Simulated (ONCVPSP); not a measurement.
Varying the ONCV potential for Sb

Base potential:

```
Element                 : antimony
Generator               : ONCVPSP 4.0.1
Type                    : optimised norm-conserving Vanderbilt (ONCV)
Functional              : LDA (Perdew-Zunger)
Relativity              : scalar-relativistic
Frozen core             : [Kr]
Valence charge          : 15
Reference configuration : 4d10 5s2 (charge +3)
Partial waves           : 5s: rc 1.75 bohr, ncon 5, nbas 8, qcut 3.3 1/bohr, 2 projectors, debl 0.9 Ha; p scattering state at 0.35 Ha: rc 1.50 bohr, ncon 3, nbas 8, qcut 5.2 1/bohr, 2 projectors, debl 3.3 Ha; 4d: rc 0.90 bohr, ncon 3, nbas 6, qcut 10.4 1/bohr, 3 projectors, debl 2.5 Ha
Local potential         : polynomial inside 0.70 bohr (lpopt 4, dvloc0 0 Ha)
Core correction         : none
```

In the s channel the program set the typed energies aside and used -1.448, 0.250 Ha. In the p channel the program set the typed energies aside and used 0.050, 3.350 Ha.

Cutoffs, loose and tight: the cutoffs (Ha) at which the residual kinetic energy of the hardest occupied pseudo-wave falls to 1 and 0.1 mHa per electron. They do not see the model core or the augmentation charge, which bear on the density cutoff. Test errors are all-electron minus pseudo excitation energies from the reference, over the configurations 4d10 5s2 5p3; 4d10 5s2 5p2; 4d10 5s2 5p1; 4d9 5s2 5p4. A dash means not determined; rows that change the core or the reference have their own tests.

A true bound ghost makes a file unfit for plane-wave use even where its test errors are small: the radial tests pick states by their node count and pass the ghost by.

| change | outcome | cutoff, loose | cutoff, tight | bound ghosts | GHOST(+) flags above zero | largest test error (meV) |
| --- | --- | --- | --- | --- | --- | --- |
| base | generated, projector energies reset by the program | 49 Ha | 81 Ha | s, p, d | s, p, d | -501 |
| s: nbas 10 | generated, projector energies reset by the program | 49 Ha | 81 Ha | s, p, d | s, p, d | -493 |
| s: rc 2.16 | generated, projector energies reset by the program | 49 Ha | 81 Ha | s, p, d | s, p, d | -493 |
| reference 4d10 5s1.75 5p3.25; wave p scattering state at 0.35 Ha: rc 1.50 bohr, ncon 3, nbas 8, qcut 5.2 1/bohr, 2 projectors, debl 3.3 Ha becomes 5p: rc 1.50 bohr, ncon 3, nbas 8, qcut 5.2 1/bohr, 2 projectors, debl 3.3 Ha | generated | 100 Ha | 121 Ha | s, p, d | s, p, d | +9.5 |

What comes out with this change to the base: d: ncon 4, nbas 7?

outcome: generated, projector energies reset by the program; cutoff, loose: 52 Ha; cutoff, tight: 148 Ha; bound ghosts: s, p, d; GHOST(+) flags above zero: s, p, d; largest test error (meV): -501.
